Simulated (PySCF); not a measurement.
A structure optimised at B3LYP-D3(BJ)/def2-SVP, used in a PySCF frequency run:

```xyz
9

O      1.3497    -0.0436     0.8565
C      0.8470    -0.3713    -0.3433
C     -0.7266    -0.4089    -0.2508
O     -1.3174     0.8255    -0.0095
H      1.0913     0.3608    -1.1501
H      1.1337    -1.3942    -0.6818
H     -1.0021    -1.0762     0.5789
H     -1.0608    -0.8749    -1.1998
H     -1.1433     1.4100    -0.7592
```
Charge 0, spin multiplicity 2.

**Question.** Write its SMILES and formula.

**Answer.** [O]CCO, C₂H₅O₂

**Question.** What are its rotational constants (standard atomic weights)?

**Answer.** 17.407, 5.3055, 4.6640 GHz
